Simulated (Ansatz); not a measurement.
# Two structures, one formula

Two relaxed structures of MgGaH$_{2}$F, closed shell (PBE0-D4/def2-TZVP; forces vanish, vibrations not checked).

A:

```
atom    x (Å)    y (Å)    z (Å)
  F1  -1.0549  -0.7373  -0.5686
 Ga2   0.0011  -1.1175   1.0232
 Mg3   0.0533   0.8819  -0.7632
  H4  -0.8562  -0.8380   2.2983
  H5   0.9894  -2.2899   0.7274
```

B:

F1  (-1.518, -1.612, -0.357)
Ga2  (-0.393, -0.689, 0.677)
Mg3  (0.802, 1.188, -0.765)
H4  (-0.456, -1.279, 2.148)
H5  (1.564, 2.391, -1.703)
(Å)

Program: Ansatz 0.2.0. Basis: def2-TZVPP. Cores are frozen in the correlated methods. Filled d shells of the heavier atoms are correlated. The outer core shell of Li, Na, Mg and K is correlated. The def2 sets are not built for correlating such inner shells, so the correlated values are less sure here. B3LYP uses VWN-RPA correlation.

(1) Which structure is lower at CCSD(T), and by how much? (An estimate is asked for; the value comes from the calculation.)

(2) Do the other methods give the same order? (Judge from chemistry; the calculation decides.)

The T1 diagnostic stays at or below 0.015. The restricted Hartree–Fock reference is unstable towards an unrestricted one at one or more of these structures. A large double-excitation amplitude points to some diradical character; no triplet was computed.

## Answers

(1) By the calculation: A, by 5.05 kcal/mol (electronic energy, against the other). By their contacts, A is MgGaH₂F ([F]1[Mg][GaH2]1) and B is MgGaH₂F ([F][GaH][MgH]).

(2) By the calculation: Not all: HF gives the other order.

| method | E(B) − E(A) (kcal/mol) |
| --- | --- |
| PBE-D4 | 5.89 |
| r2SCAN-D4 | 4.73 |
| PBE0-D4 | 4.18 |
| B3LYP-D4 | 3.80 |
| wB97M-V | 3.37 |
| HF | -3.49 |
| MP2 | 3.60 |
| CCSD | 3.37 |
| CCSD(T) | 5.05 |

Labels in which every atom is bracketed show which atoms are joined, not bond orders.

For scale, one of the runs: CCSD(T)/def2-TZVPP, 139 basis functions, launched by `ansatz run in.yaml --threads 2 --pin off --events-out ev --progress --plain --max-ram 4352MiB`. Hardware: 2 CPU threads of an Arm Neoverse V2, shared host. Wall time 23 s; peak host memory 0.89 GiB.
